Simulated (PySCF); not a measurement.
# From computed data to an observable: chemical shift, span and skew from a shielding tensor

Ge(H)2(NH2)2 (GeH6N2), SMILES [NH2][GeH2][NH2]. Atoms are numbered in the order given.

```xyz
9

Ge    -0.0374     0.3379     0.0772
N      1.5860    -0.3657    -0.4283
N     -1.3354    -0.9767     0.1870
H      0.0651     0.9050     1.5060
H     -0.3216     1.4578    -0.9558
H      1.8122    -1.2551     0.0146
H      1.7080    -0.4645    -1.4343
H     -2.1227    -0.7471     0.7917
H     -1.6994    -1.3130    -0.7030
```
Charge 0, spin multiplicity 1.

Geometry: B3LYP-D3(BJ)/def2-SVP. Other conformers were not sampled.

GIAO shieldings from KT2/pcSseg-1 in PySCF, non-relativistic, no solvent. The symmetric part of the tensor of N2 has the principal values 212.2, 241.6, 266.0 ppm. The same nucleus in NH3 has σ = 266.2 ppm at this level (PySCF, at its B3LYP-D3(BJ)/def2-TZVP geometry).

Problem. Work out the isotropic shielding, the ¹⁵N shift against NH3, the span and the skew.

Solution. 
σ(iso) = (σ11 + σ22 + σ33)/3 = 239.9 ppm. δ = σ(ref) − σ(iso) = 266.2 − (239.9) = 26.3 ppm.
Span Ω = σ33 − σ11 = 53.8 ppm. Skew κ = 3(σ(iso) − σ22)/Ω = -0.09. Tumbling in solution averages the tensor to δ; in a static solid the shielding alone would spread this spin-1/2 line over Ω.
